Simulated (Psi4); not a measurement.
Job for Psi4: SAPT0/aug-cc-pVDZ on CH5BrO (a complex).

```
memory 2025 MB

molecule dimer {
0 1
O    -0.16628494    0.15741718    0.82802201
H     0.75648328   -0.03766400    1.03932364
H    -0.13800862    0.95276753    0.28652938
--
0 1
C     0.66592505   -0.01107050    4.06066204
Br    2.39510863   -0.15416610    3.13730205
H     0.73912860    0.82364750    4.74841008
H     0.50662598   -0.94548459    4.58654285
H    -0.08373926    0.15560539    3.29498854
units angstrom
symmetry c1
no_reorient
no_com
}

set {
  basis aug-cc-pVDZ
  scf_type df
  freeze_core true
}

energy('sapt0')
```

It printed:

```
[...]
==> Input File <==

--------------------------------------------------------------------------
memory 2025 MB

molecule dimer {
0 1
O    -0.16628494    0.15741718    0.82802201
H     0.75648328   -0.03766400    1.03932364
H    -0.13800862    0.95276753    0.28652938
--
0 1
C     0.66592505   -0.01107050    4.06066204
Br    2.39510863   -0.15416610    3.13730205
H     0.73912860    0.82364750    4.74841008
H     0.50662598   -0.94548459    4.58654285
H    -0.08373926    0.15560539    3.29498854
units angstrom
symmetry c1
no_reorient
no_com
}

set {
  basis aug-cc-pVDZ
  scf_type df
  freeze_core true
}

energy('sapt0')
--------------------------------------------------------------------------


   => Loading Basis Set <=

    Name: AUG-CC-PVDZ
    Role: ORBITAL
    Keyword: BASIS
    atoms 1        entry O          line   254 file aug-cc-pvdz.gbs
    atoms 2-3, 6-8 entry H          line    40 file aug-cc-pvdz.gbs
    atoms 4        entry C          line   182 file aug-cc-pvdz.gbs
    atoms 5        entry BR         line  3326 file aug-cc-pvdz.gbs

   => Loading Basis Set <=

    Name: AUG-CC-PVDZ
    Role: ORBITAL
    Keyword: BASIS
    atoms 1        entry O          line   254 file aug-cc-pvdz.gbs
    atoms 2-3, 6-8 entry H          line    40 file aug-cc-pvdz.gbs
    atoms 4        entry C          line   182 file aug-cc-pvdz.gbs
    atoms 5        entry BR         line  3326 file aug-cc-pvdz.gbs


  //>>>>>>>>>>>>>>>>>>>>>>>>>>>>>>>>>>>//
  //              Dimer HF             //
  //<<<<<<<<<<<<<<<<<<<<<<<<<<<<<<<<<<<//

   => Libint2 <=

    Primary   basis highest AM E, G, H:  7, 6, 3
    Auxiliary basis highest AM E, G, H:  7, 7, 4
    Onebody   basis highest AM E, G, H:  -, -, -
    Solid Harmonics ordering:            Gaussian


   => Loading Basis Set <=

    Name: AUG-CC-PVDZ
    Role: ORBITAL
    Keyword: BASIS
    atoms 1        entry O          line   254 file aug-cc-pvdz.gbs
    atoms 2-3, 6-8 entry H          line    40 file aug-cc-pvdz.gbs
    atoms 4        entry C          line   182 file aug-cc-pvdz.gbs
    atoms 5        entry BR         line  3326 file aug-cc-pvdz.gbs


         ---------------------------------------------------------
                                   SCF
               by Justin Turney, Rob Parrish, Andy Simmonett
                          and Daniel G. A. Smith
                              RHF Reference
                        1 Threads,   1931 MiB Core
         ---------------------------------------------------------

  ==> Geometry <==

    Molecular point group: c1
    Full point group: C1

    Geometry (in Angstrom), charge = 0, multiplicity = 1:

       Center              X                  Y                   Z               Mass
    ------------   -----------------  -----------------  -----------------  -----------------
         O           -0.166284940000     0.157417180000     0.828022010000    15.994914619570
         H            0.756483280000    -0.037664000000     1.039323640000     1.007825032230
         H           -0.138008620000     0.952767530000     0.286529380000     1.007825032230
         C            0.665925050000    -0.011070500000     4.060662040000    12.000000000000
         BR           2.395108630000    -0.154166100000     3.137302050000    78.918337600000
         H            0.739128600000     0.823647500000     4.748410080000     1.007825032230
         H            0.506625980000    -0.945484590000     4.586542850000     1.007825032230
         H           -0.083739260000     0.155605390000     3.294988540000     1.007825032230

  Running in c1 symmetry.

  Rotational constants: A =      0.27859  B =      0.01164  C =      0.01121 [cm^-1]
  Rotational constants: A =   8351.96479  B =    348.88132  C =    336.11610 [MHz]
  Nuclear repulsion =  166.068657167290894

  Charge       = 0
  Multiplicity = 1
  Electrons    = 54
  Nalpha       = 27
  Nbeta        = 27

  ==> Algorithm <==

  SCF Algorithm Type is DF.
  DIIS enabled.
  MOM disabled.
  Fractional occupation disabled.
  Guess Type is SAD.
  Energy threshold   = 1.00e-08
  Density threshold  = 1.00e-08
  Integral threshold = 1.00e-12

  ==> Primary Basis <==

  Basis Set: AUG-CC-PVDZ
    Blend: AUG-CC-PVDZ
    Number of shells: 57
    Number of basis functions: 127
    Number of Cartesian functions: 134
    Spherical Harmonics?: true
    Max angular momentum: 2

   => Loading Basis Set <=

    Name: (AUG-CC-PVDZ AUX)
    Role: JKFIT
    Keyword: DF_BASIS_SCF
    atoms 1        entry O          line   270 file aug-cc-pvdz-jkfit.gbs
    atoms 2-3, 6-8 entry H          line    70 file aug-cc-pvdz-jkfit.gbs
    atoms 4        entry C          line   154 file aug-cc-pvdz-jkfit.gbs
    atoms 5        entry BR         line  1380 file aug-cc-pvdz-jkfit.gbs

  ==> Integral Setup <==

  DFHelper Memory: AOs need 0.068 GiB; user supplied 1.414 GiB.
  SCF_SUBTYPE=INCORE selected. In-core MEM_DF algorithm will be used.
  Using in-core AOs.

  ==> MemDFJK: Density-Fitted J/K Mat
[...]
              -3810.4834545219109714
    Two-Electron Energy =                1110.7780164245757533
    Total Energy =                      -2611.3313784331494389

Computation Completed


Properties will be evaluated at   0.000000,   0.000000,   0.000000 [a0]

Properties computed using the SCF density matrix


 Multipole Moments:

 ------------------------------------------------------------------------------------
     Multipole            Electronic (a.u.)      Nuclear  (a.u.)        Total (a.u.)
 ------------------------------------------------------------------------------------

 L = 1.  Multiply by 2.5417464519 to convert [e a0] to [Debye]
 Dipole X            :       -168.9549559          168.1598638           -0.7950921
 Dipole Y            :         10.3235610          -10.2583182            0.0652428
 Dipole Z            :       -276.9870149          277.4108229            0.4238079
 Magnitude           :                                                    0.9033500

 ------------------------------------------------------------------------------------

  Constructing Basis Sets for SAPT...

   => Loading Basis Set <=

    Name: (AUG-CC-PVDZ AUX)
    Role: RIFIT
    Keyword: DF_BASIS_SAPT
    atoms 1        entry O          line   204 file aug-cc-pvdz-ri.gbs
    atoms 2-3, 6-8 entry H          line    30 file aug-cc-pvdz-ri.gbs
    atoms 4        entry C          line   112 file aug-cc-pvdz-ri.gbs
    atoms 5        entry BR         line   970 file aug-cc-pvdz-ri.gbs

   => Loading Basis Set <=

    Name: (AUG-CC-PVDZ AUX)
    Role: JKFIT
    Keyword: DF_BASIS_ELST
    atoms 1        entry O          line   270 file aug-cc-pvdz-jkfit.gbs
    atoms 2-3, 6-8 entry H          line    70 file aug-cc-pvdz-jkfit.gbs
    atoms 4        entry C          line   154 file aug-cc-pvdz-jkfit.gbs
    atoms 5        entry BR         line  1380 file aug-cc-pvdz-jkfit.gbs


  //>>>>>>>>>>>>>>>>>>>>>>>>>>>>>>>>>>>//
  //               SAPT0               //
  //<<<<<<<<<<<<<<<<<<<<<<<<<<<<<<<<<<<//



        SAPT0
    Ed Hohenstein
     6 June 2009

      Orbital Information
  --------------------------
    NSO        =       127
    NMO        =       127
    NRI        =       389
    NRI (Elst) =       526
    NOCC A     =         5
    NOCC B     =        22
    FOCC A     =         1
    FOCC B     =        10
    NVIR A     =       122
    NVIR B     =       105

    Elst10,r            =    -0.008192591080 [Eh]
    Exch10              =     0.008076837369 [Eh]
    Exch10 (S^2)        =     0.008052505337 [Eh]

    Maxiter = 50
    CPHF R converge = 1.000000E-08

    Iter     Energy [mEh]          dE [mEh]         Residual      Time [s]
       1      -1.16966688       1.169666876     4.705032e-03             0
       2      -1.41010984       0.240442966     1.407457e-03             0
       3      -1.41328352       0.003173681     5.638254e-04             0
       4      -1.40657452      -0.006708998     1.432033e-04             0
       5      -1.40661527       0.000040741     3.453792e-05             0
       6      -1.40697946       0.000364191     6.954553e-06             0
       7      -1.40689374      -0.000085712     1.274033e-06             0
       8      -1.40690357       0.000009828     3.066174e-07             0
       9      -1.40690284      -0.000000732     6.987059e-08             0
      10      -1.40690258      -0.000000259     1.561664e-08             0
      11      -1.40690267       0.000000089     3.203477e-09             0

    CHF Iterations converged

    Maxiter = 50
    CPHF R converge = 1.000000E-08

    Iter     Energy [mEh]          dE [mEh]         Residual      Time [s]
       1      -1.85108580       1.851085797     7.693616e-03             0
       2      -2.33008787       0.479002076     2.765898e-03             0
       3      -2.39524954       0.065161673     8.115543e-04             1
       4      -2.38360128      -0.011648265     2.473257e-04             1
       5      -2.37934534      -0.004255942     6.300810e-05             1
       6      -2.38058310       0.001237766     1.562230e-05             1
       7      -2.38049942      -0.000083679     3.986150e-06             1
       8      -2.38047826      -0.000021161     1.050312e-06             1
       9      -2.38048310       0.000004831     3.267832e-07             1
      10      -2.38048480       0.000001702     7.909391e-08             1
      11      -2.38048405      -0.000000744     2.120379e-08             1
      12      -2.38048408       0.000000024     4.576073e-09             1

    CHF Iterations converged

    Ind20,r (A<-B)      =    -0.001406902670 [Eh]
    Ind20,r (B<-A)      =    -0.002380484077 [Eh]
    Ind20,r             =    -0.003787386747 [Eh]
    Exch-Ind20,r (A<-B) =     0.001121755566 [Eh]
    Exch-Ind20,r (B<-A) =     0.001277634819 [Eh]
    Exch-Ind20,r        =     0.002399390384 [Eh]
    Disp20              =    -0.004326234971 [Eh]
    Disp20 (SS)         =    -0.002163117485 [Eh]
    Disp20 (OS)         =    -0.002163117485 [Eh]
    Exch-Disp20         =     0.000570997391 [Eh]
    Exch-Disp20 (SS)    =     0.000356071912 [Eh]
    Exch-Disp20 (OS)    =     0.000214925479 [Eh]

    SAPT Results
  --------------------------------------------------------------------------------------------------------
    Electrostatics                 -8.19259108 [mEh]      -5.14092852 [kcal/mol]     -21.50964492 [kJ/mol]
      Elst10,r                     -8.19259108 [mEh]      -5.14092852 [kcal/mol]     -21.50964492 [kJ/mol]

    Exchange                        8.07683737 [mEh]       5.06829197 [kcal/mol]      21.20573359 [kJ/mol]
      Exch10                        8.07683737 [mEh]       5.06829197 [kcal/mol]      21.20573359 [kJ/mol]
      Exch10(S^2)                   8.05250534 [mEh]       5.05302339 [kcal/mol]      21.14184985 [kJ/mol]

    Induction                      -2.17923368 [mEh]      -1.36748978 [kcal/mol]      -5.72157724 [kJ/mol]
      Ind20,r                      -3.78738675 [mEh]      -2.37662106 [kcal/mol]      -9.94378254 [kJ/mol]
      Exch-Ind20,r                  2.39939038 [mEh]       1.50564020 [kcal/mol]       6.29959859 [kJ/mol]
      delta HF,r (2)               -0.79123732 [mEh]      -0.49650891 [kcal/mol]      -2.07739329 [kJ/mol]

    Dispersion                     -3.75523758 [mEh]      -2.35644716 [kcal/mol]      -9.85937491 [kJ/mol]
      Disp20                       -4.32623497 [mEh]      -2.71475343 [kcal/mol]     -11.35852835 [kJ/mol]
      Exch-Disp20                   0.57099739 [mEh]       0.35830627 [kcal/mol]       1.49915344 [kJ/mol]
      Disp20 (SS)                  -2.16311749 [mEh]      -1.35737672 [kcal/mol]      -5.67926418 [kJ/mol]
      Disp20 (OS)                  -2.16311749 [mEh]      -1.35737672 [kcal/mol]      -5.67926418 [kJ/mol]
      Exch-Disp20 (SS)              0.35607191 [mEh]       0.22343850 [kcal/mol]       0.93486668 [kJ/mol]
      Exch-Disp20 (OS)              0.21492548 [mEh]       0.13486777 [kcal/mol]       0.56428677 [kJ/mol]

  Total HF                         -2.29498739 [mEh]      -1.44012633 [kcal/mol]      -6.02548857 [kJ/mol]
  Total SAPT0                      -6.05022497 [mEh]      -3.79657349 [kcal/mol]     -15.88486348 [kJ/mol]

  Special recipe for scaled SAPT0 (see Manual):
    Electrostatics sSAPT0          -8.19259108 [mEh]      -5.14092852 [kcal/mol]     -21.50964492 [kJ/mol]
    Exchange sSAPT0                 8.07683737 [mEh]       5.06829197 [kcal/mol]      21.20573359 [kJ/mol]
    Induction sSAPT0               -2.15741738 [mEh]      -1.35379984 [kcal/mol]      -5.66429855 [kJ/mol]
    Dispersion sSAPT0              -3.75004582 [mEh]      -2.35318928 [kcal/mol]      -9.84574395 [kJ/mol]
  Total sSAPT0                     -6.02321691 [mEh]      -3.77962567 [kcal/mol]     -15.81395382 [kJ/mol]
  --------------------------------------------------------------------------------------------------------



*** Psi4 exiting successfully. Buy a developer a beer!
```

The run finished.

Cost: about 40 core-seconds (a rough figure).
